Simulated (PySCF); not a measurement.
(E)-1-chloro-1-fluoroprop-1-ene (C3H4ClF), SMILES C/C=C(/Cl)F. Atoms are numbered in the order given.

```xyz
9

C      0.2670    -2.3992     0.0000
C      0.7049    -0.9662     0.0000
C     -0.1344     0.0695     0.0000
F     -1.4597    -0.0698     0.0000
Cl     0.3445     1.7344     0.0000
H      0.6564    -2.9294     0.8858
H     -0.8279    -2.4876     0.0000
H      0.6564    -2.9294    -0.8858
H      1.7718    -0.7346     0.0000
```
Charge 0, spin multiplicity 1.

The structure is a stationary point at B3LYP-D3(BJ)/def2-SVP.

Method: PySCF with PBE0/def2-TZVP.

Atomic charges (e):

```json
[
 {"atom": "C1", "IAO": "-0.43", "Mulliken": "-0.34"},
 {"atom": "C2", "IAO": "-0.21", "Mulliken": "-0.20"},
 {"atom": "C3", "IAO": "0.25", "Mulliken": "0.20"},
 {"atom": "F4", "IAO": "-0.25", "Mulliken": "…"},
 {"atom": "Cl5", "IAO": "-0.01", "Mulliken": "…"},
 {"atom": "H6", "IAO": "0.16", "Mulliken": "0.14"},
 {"atom": "H7", "IAO": "0.16", "Mulliken": "0.14"},
 {"atom": "H8", "IAO": "0.16", "Mulliken": "0.14"},
 {"atom": "H9", "IAO": "0.17", "Mulliken": "…"}
]
```

Q: What belongs in the gaps? (Estimate from the structure and the level; the computed values follow.)

A: 
- F4, Mulliken: -0.16
- Cl5, Mulliken: -0.07
- H9, Mulliken: 0.14

Computed Mayer and Wiberg (Löwdin basis) orders of the bonds:
```tsv
bond	Mayer	Wiberg
C1–C2	0.99	1.31
C2–C3	1.87	2.03
C3–F4	1.09	1.77
C3–Cl5	1.16	1.73
C1–H6	0.96	0.89
C1–H7	0.97	0.89
C1–H8	0.96	0.89
C2–H9	0.93	0.82
```
